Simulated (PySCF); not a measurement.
## Electron correlation in Hg (mercury, neutral)

[Xe] 4f14 5d10 6s2, closed-shell 1S. Calculation: PySCF 2.14, in def2-SVP with the def2 core potential (60 electrons) (6s3p2d1f, 32 functions); scalar relativity through the core potential. Frozen: 5s2 5p6; 12 electrons correlated.

MP2 pair energies summed by pair of shells (mhartree):

| pair | energy | share (%) |
| --- | --- | --- |
| 5d-5d | -204.00 | 68.0 |
| 5d-6s | -80.80 | 26.9 |
| 6s-6s | -15.36 | 5.1 |

Total MP2 correlation energy: -300.16 mhartree.

Same-spin part -104.53 and opposite-spin part -195.63 mhartree; SCS-MP2 scales them by 1/3 and 6/5 to -269.60 mhartree.

| level | correlation energy (mhartree) |
| --- | --- |
| CCSD | -282.35 |
| (T) | -4.18 |
| CCSD(T) | -286.53 |

Diagnostics: T1 = 0.014, D1 = 0.0420, largest double amplitude 0.065.

Cost of the coupled-cluster step: 0.09 s of wall time on 1 thread of AMD EPYC 9R45 96-Core Processor (shared host), for 12 correlated electrons.

Iterations:

```
CC2 = 0
CCSD nocc = 6, nmo = 28
frozen orbitals [0, 1, 2, 3]
max_cycle = 100
direct = 0
conv_tol = 1e-08
conv_tol_normt = 1e-06
diis_space = 8
diis_start_cycle = 0
Init t2, MP2 energy = -152.850563612813  E_corr(MP2) -0.300164115195668
Init E_corr(CCSD) = -0.300164115198758
cycle = 1  E_corr(CCSD) = -0.274906594629867  dE = 0.0252575206  norm(t1,t2) = 0.0433841
cycle = 2  E_corr(CCSD) = -0.281765056417149  dE = -0.00685846179  norm(t1,t2) = 0.0118107
cycle = 3  E_corr(CCSD) = -0.281868246089365  dE = -0.000103189672  norm(t1,t2) = 0.00470786
cycle = 4  E_corr(CCSD) = -0.282373145990268  dE = -0.000504899901  norm(t1,t2) = 0.000831606
cycle = 5  E_corr(CCSD) = -0.282356791194194  dE = 1.63547961e-05  norm(t1,t2) = 0.00010858
cycle = 6  E_corr(CCSD) = -0.282350574133308  dE = 6.21706089e-06  norm(t1,t2) = 2.58348e-05
cycle = 7  E_corr(CCSD) = -0.282350787678305  dE = -2.13544996e-07  norm(t1,t2) = 4.81427e-06
cycle = 8  E_corr(CCSD) = -0.2823508425599  dE = -5.4881595e-08  norm(t1,t2) = 5.72852e-07
cycle = 9  E_corr(CCSD) = -0.282350813224452  dE = 2.93354481e-08  norm(t1,t2) = 8.07897e-08
cycle = 10  E_corr(CCSD) = -0.282350815116546  dE = -1.89209481e-09  norm(t1,t2) = 1.06151e-08
CCSD converged
E(CCSD) = -152.8327503127341  E_corr = -0.2823508151165465
CCSD(T) correction = -0.00417624310208969
```
